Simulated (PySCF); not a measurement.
Si(Cl)2(OMe)(SH) (CH4Cl2OSSi), SMILES CO[Si](S)(Cl)Cl. Geometry optimised at B3LYP-D3(BJ)/def2-SVP. This is a generated structure with no PubChem entry under its InChIKey; it may be hypothetical. The values are those of a single conformer.

Computed equilibrium geometry at B3LYP-D3(BJ)/def2-SVP (PySCF confirms it by a frequency run) as bond lengths and angles (one conformer of several):
Atoms: C1 O2 Si3 S4 Cl5 Cl6 H7 H8 H9 H10. Bonds (Å): C1–O2 1.418, C1–H7 1.099, C1–H8 1.103, C1–H9 1.103, O2–Si3 1.637, Si3–S4 2.136, Si3–Cl5 2.052, Si3–Cl6 2.071, S4–H10 1.353. Angles (°): O2–C1–H7 108.0, O2–C1–H8 111.3, O2–C1–H9 111.0, H7–C1–H8 108.9, H7–C1–H9 108.9, H8–C1–H9 108.6, C1–O2–Si3 126.0, O2–Si3–S4 108.7, O2–Si3–Cl5 106.5, O2–Si3–Cl6 110.8, S4–Si3–Cl5 113.0, S4–Si3–Cl6 109.6, Cl5–Si3–Cl6 108.2, Si3–S4–H10 94.0.
Charge 0, spin multiplicity 1.
